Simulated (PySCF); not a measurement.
Isomers of C5H10F2, one GFN2-xTB conformer each. Single-point energies are computed at PBE0/pcSseg-1 (PySCF, gas phase, no added dispersion term), electronic only.

Question: Rank them by PBE0/pcSseg-1 energy, lowest first (kcal/mol).
A. (CH3)3CCHF2, `CC(C)(C)C(F)F`
B. `[CH3:1][CH:2]([CH3:3])[CH2:4][CH:5]([F:6])[F:7]` with C1–C2–C4–C5 174°, C2–C4–C5–F6 -60°
C. `[CH3:1][CH2:2][C:3]([F:4])([F:5])[CH2:6][CH3:7]` with C1–C2–C3–F4 52°, C2–C3–C6–C7 59° ((CH3CH2)2CF2)

Answer: C (0.0), A (3.0), B (5.6).

GFN2-xTB itself gives, in the same order: 0.3, 0.0, 2.5. GFN2-xTB puts CC(C)(C)C(F)F lowest instead; measured from each level's own lowest isomer, the values differ by up to 3.1 kcal/mol (CC(C)CC(F)F: 2.5 against 5.6).

Which frontier levels, dipoles and rotational constants go with these structures?

| SMILES | HOMO (eV, PBE0/pcSseg-1) | LUMO (eV) | dipole (D) | A, B, C (MHz) |
| --- | --- | --- | --- | --- |
| CCC(F)(F)CC | -8.99 | 1.42 | 2.29 | 3682, 1924, 1703 |
| CC(C)(C)C(F)F | -9.02 | 1.33 | 2.14 | 3223, 2286, 1916 |
| CC(C)CC(F)F | -9.07 | 1.32 | 2.34 | 4581, 1380, 1307 |

As an exercise, what shares would exp(−E/RT) give at 2000 K from these electronic energies alone (no entropy, no degeneracies)?

RT = 3.974 kcal/mol: CCC(F)(F)CC 58.2 %, CC(C)(C)C(F)F 27.5 %, CC(C)CC(F)F 14.2 %.
